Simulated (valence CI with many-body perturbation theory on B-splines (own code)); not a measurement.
# Zn25+: configurations and terms from energies and g

Calculated by valence CI with perturbative core correlation (CI+MBPT): three valence electrons over a frozen Dirac-Fock core [He], a basis of 11 s, 11 p, 9 d, 7 f, 5 g, 2 h, 1 i functions for each j, with the one-electron correlation potential Σ1, the two-electron term Σ2, the three-electron term Σ3, Breit, model QED; selected CI, second order for the rest (own B-spline code, finite nucleus).

No measured levels were compared; by estimate levels of excited configurations hold to 0.05 to 0.15 % of their energy, terms of the ground configuration to about 0.5 %.

```
No.    J  Parity  E (cm⁻¹)      g
  1  1/2     odd         0  0.659
  2  3/2     odd    221980  1.329
  3  1/2    even    513670  2.592
  4  3/2    even    632440  1.718
  5  5/2    even    719230  1.541
  6  3/2    even    964490  0.849
  7  5/2    even   1032500  1.249
 10  3/2    even   1319000  1.285
 11  3/2     odd   1606900  1.789
 12  3/2     odd   1792800  1.072
 13  5/2     odd   1852100  1.195
 14  1/2     odd   2018800  0.659
 15  3/2     odd   2157100  1.259
 16  1/2    even  11243000  2.000
```

Energies count from the lowest level. Strongly mixed levels and levels close to another of their J and parity are left out, so the numbers can have gaps.

**Question.** Give configuration and LS term of each level.

**Answer.** 1: 2s2 2p 2P°; 2: 2s2 2p 2P°; 3: 2s 2p2 4P; 4: 2s 2p2 4P; 5: 2s 2p2 4P; 6: 2s 2p2 2D; 7: 2s 2p2 2D; 10: 2s 2p2 2P; 11: 2p3 4S°; 12: 2p3 2D°; 13: 2p3 2D°; 14: 2p3 2P°; 15: 2p3 2P°; 16: 2s2 3s 2S.
